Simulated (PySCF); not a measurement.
Structure from 2D NMR

Compound of formula C₂H₁₀O₃Si₃. Correlations simulated from computed shifts and the bond graph:

HSQC (one-bond C–H):
```csv
δH,δC
2.39,37.4
```

HMBC (two and three bonds, from the bond graph):
```csv
δH,δC
5.24,"246.4, 37.4"
2.39,246.4
```

Carbons without hydrogens: δ 246.4.

Rapidly exchanging positions averaged, isolated molecule, one conformer, no relativistic terms. Coordinates at the GFN2-xTB level; shieldings: GIAO PBE0/pcSseg-1; PySCF 2.14.

Referencing at the same level of theory: ¹H, ¹³C against TMS.

Exchangeable hydrogens are left out of these lists.

Which molecule is this?

Results:

`[SiH2](O[SiH2]C(C)=O)O[SiH3]`.

Atom-mapped SMILES (the numbers label the heavy atoms): `[CH3:1][C:2](=[O:3])[SiH2:4][O:5][SiH2:6][O:7][SiH3:8]` (H(Xn): hydrogen on atom n).

δC 246.4 is C2, a carbonyl carbon. δC 37.4 is C1, a methyl carbon α to a carbonyl (δH 2.39). HMBC from δH 5.24 reaches the proton-free carbon C2. HMBC from δH 2.39 reaches the proton-free carbon C2.

This is the structure that produced the data.

Shifts are as computed. Against solution values, carbons near 30 ppm lie about +3 ppm off and those near 130 ppm about +5 ppm. Of 1211 compounds with measured shifts, 218 miss one by over three times the rms of a fit or turn the order of signals round; such compounds aren't used in these exercises.
